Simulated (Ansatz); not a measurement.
Bi2Cl6. Total charge 0; singlet. Geometry PBE-D4/def2-SVP.

```xyz
8

Bi    0.1138   -1.4273    1.6587
Bi   -0.8287    1.6308   -1.2062
Cl    2.0841   -1.8739    0.2312
Cl   -2.2651    2.0836   -3.1971
Cl    0.2824    1.1362    1.6872
Cl   -1.7830   -0.7077   -0.7355
Cl    1.1464   -1.7650    3.9068
Cl    1.2501    0.9232   -2.3452
```

In the def2 sets Bi takes a core potential; there is no spin–orbit coupling. Another isomer (singlet) lies 0.10 eV lower at PBE0-D4/def2-TZVP; other spin states weren't run for this one.

Question: Estimate the orbital energies around the gap (eV) in Ansatz with PBE-D4/def2-TZVP, BLYP-D4/def2-TZVP, PBE0-D4/def2-SVP, PBE0-D4/def2-TZVP, ωB97M-V/def2-TZVP.

Answer: 
```
orbital  PBE-D4/def2-TZVP  BLYP-D4/def2-TZVP  PBE0-D4/def2-SVP  PBE0-D4/def2-TZVP  ωB97M-V/def2-TZVP
 HOMO−9             -8.25              -8.05             -9.47              -9.67             -11.96
 HOMO−8             -8.20              -8.02             -9.42              -9.62             -11.89
 HOMO−7             -8.05              -7.87             -9.25              -9.45             -11.71
 HOMO−6             -7.94              -7.75             -9.13              -9.35             -11.61
 HOMO−5             -7.87              -7.69             -9.05              -9.28             -11.54
 HOMO−4             -7.83              -7.64             -9.00              -9.24             -11.49
 HOMO−3             -7.76              -7.58             -8.93              -9.15             -11.40
 HOMO−2             -7.66              -7.48             -8.82              -9.03             -11.26
 HOMO−1             -7.63              -7.44             -8.68              -8.88             -10.88
   HOMO             -7.58              -7.40             -8.61              -8.81             -10.82
   LUMO             -3.92              -3.81             -3.13              -3.30              -1.54
 LUMO+1             -3.45              -3.34             -2.68              -2.80              -1.00
 LUMO+2             -3.20              -3.09             -2.40              -2.54              -0.77
 LUMO+3             -3.12              -3.01             -2.30              -2.46              -0.68
 LUMO+4             -2.81              -2.67             -1.96              -2.14              -0.33
 LUMO+5             -2.44              -2.29             -1.53              -1.74               0.13
```
